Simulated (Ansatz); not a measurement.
In7Sb7, 14 atoms. Hardware: 2 threads of AMD EPYC 7R13 on a shared host and a share (18 GiB) of an NVIDIA H100 80GB HBM3.

In the def2 sets In, Sb take a core potential; there is no spin–orbit coupling. Correlated methods freeze 56 core orbitals; core or outer-core shells of In, Sb are correlated, in sets that lack core-valence functions. Single mean-field runs in def2-TZVP are fitted with def2-universal-jkfit.

**Question.** How many basis functions does each of these Ansatz runs have, and roughly what does it cost? BLYP-D4/def2-TZVP, charge 1 doublet at the geometry of the charge 0 singlet, energy, from earlier orbitals; r2SCAN-D4/def2-TZVP, charge 0 singlet, energy and forces, from earlier orbitals; PBE0-D4/def2-SVP, charge 0 singlet, energy, from earlier orbitals; PBE-D4/def2-SVP, charge 0 singlet, energy, from earlier orbitals; RPA@PBE/def2-SVP, charge 0 singlet, energy, from earlier orbitals; PBE-D4/def2-TZVP, charge 1 doublet, energy, from earlier orbitals; BLYP-D4/def2-TZVP, charge -1 doublet at the geometry of the charge 0 singlet, energy, from earlier orbitals; PBE-D4/def2-TZVP, charge 0 triplet at the geometry of the charge 0 singlet, energy, from earlier orbitals; PBE0-D4/def2-TZVP, charge 0 triplet at the geometry of the charge 0 singlet, energy; BLYP-D4/def2-TZVP, charge 0 singlet, energy, from earlier orbitals; PBE0-D4/def2-TZVP, charge 1 doublet, energy, from earlier orbitals; PBE-D4/def2-TZVP, charge -1 doublet at the geometry of the charge 0 singlet, energy, from earlier orbitals.

**Answer.** Other jobs shared the machine, so times can vary by a factor of up to 3. A dash marks memory too small to be measured apart from the calling script's.

| run | functions | fitting or Cholesky vectors | wall time | peak host memory (GiB) |
| --- | --- | --- | --- | --- |
| PBE-D4/def2-SVP, charge 0 singlet, energy, from earlier orbitals | 364 | 4424 | 4.8 s | – |
| PBE-D4/def2-TZVP, charge -1 doublet at the geometry of the charge 0 singlet, energy, from earlier orbitals | 700 | 3052 | 7 s | 1.2 |
| PBE0-D4/def2-SVP, charge 0 singlet, energy, from earlier orbitals | 364 | 4711 | 7 s | – |
| BLYP-D4/def2-TZVP, charge 1 doublet at the geometry of the charge 0 singlet, energy, from earlier orbitals | 700 | 3052 | 8.5 s | 1.4 |
| PBE-D4/def2-TZVP, charge 0 triplet at the geometry of the charge 0 singlet, energy, from earlier orbitals | 700 | 3052 | 8.5 s | 1.4 |
| BLYP-D4/def2-TZVP, charge 0 singlet, energy, from earlier orbitals | 700 | 3052 | 9 s | – |
| PBE0-D4/def2-TZVP, charge 1 doublet, energy, from earlier orbitals | 700 | 3052 | 9 s | 1.2 |
| PBE-D4/def2-TZVP, charge 1 doublet, energy, from earlier orbitals | 700 | 3052 | 11 s | 1.2 |
| RPA@PBE/def2-SVP, charge 0 singlet, energy, from earlier orbitals | 364 | 4711 | 11 s | 2.4 |
| BLYP-D4/def2-TZVP, charge -1 doublet at the geometry of the charge 0 singlet, energy, from earlier orbitals | 700 | 3052 | 12 s | 1.4 |
| r2SCAN-D4/def2-TZVP, charge 0 singlet, energy and forces, from earlier orbitals | 700 | 3052 | 13 s | – |
| PBE0-D4/def2-TZVP, charge 0 triplet at the geometry of the charge 0 singlet, energy | 700 | 3052 | 30 s | 1.4 |
